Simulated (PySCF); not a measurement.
ReSCl₂: from structure and modes to constants

Level of theory: UPBE0 in PySCF with Re def2-SVP with ECP60, S def2-SVP, Cl def2-SVP; scalar-relativistic core potentials, no spin–orbit coupling; density-fitted integrals.

The quartet minimum has C2v symmetry. Masses (u): Re 186.95575, S 31.97207, Cl 34.96885.

```xyz
4
charge 0 multiplicity 4, angstrom
Re    0.0000    0.0000   -0.0153
S     0.0000    0.0000    2.0920
Cl    2.0681    0.0000   -0.9140
Cl   -2.0681    0.0000   -0.9140
```

Harmonic wavenumbers (cm⁻¹): 78.5 (b1, ×1), 108.3 (a1, ×1), 139.8 (b2, ×1), 396.0 (a1, ×1), 420.4 (b2, ×1), 556.3 (a1, ×1).

Q: What is the harmonic zero-point energy?

A: Half the sum of all 6 wavenumbers, 1699/2 = 850 cm⁻¹, which is 10.2 kJ/mol (1 cm⁻¹ = 0.0119627 kJ/mol).

Q: Find the vibrational entropy and heat capacity at 298.15 K.

A: With u = 1.43878 ω/T, each mode gives S = R[u/(eᵘ−1) − ln(1−e⁻ᵘ)] and C = R u² eᵘ/(eᵘ−1)².
```
ω (cm⁻¹)      u  S (J/(mol K))  C (J/(mol K))
    78.5  0.379          16.44           8.22
   108.3  0.522          13.81           8.13
   139.8  0.675          11.74           8.01
   396.0  1.911           4.09           6.19
   420.4  2.028           3.73           5.97
   556.3  2.684           2.22           4.71
```
The sums over all modes are S = 52.0 and C = 41.2 J/(mol K); the softest mode gives 32 % of the entropy.

Q: Give the standard entropy (298.15 K, 1 bar) by its translational, rotational, vibrational and spin parts, and Cp.

A: Sackur–Tetrode with M = 288.87 u gives 179.5; rotation with symmetry number 2 gives 114.3; vibration 52.0; spin R ln 4 = 11.5. The total is 357.3 J/(mol K), and Cp = 4 R + 41.2 = 74.5 J/(mol K).

Other isomers or separated fragments may lie lower. With open d or f shells other occupations or spin states may lie lower. Spin–orbit coupling, left out here, can matter for elements this heavy.
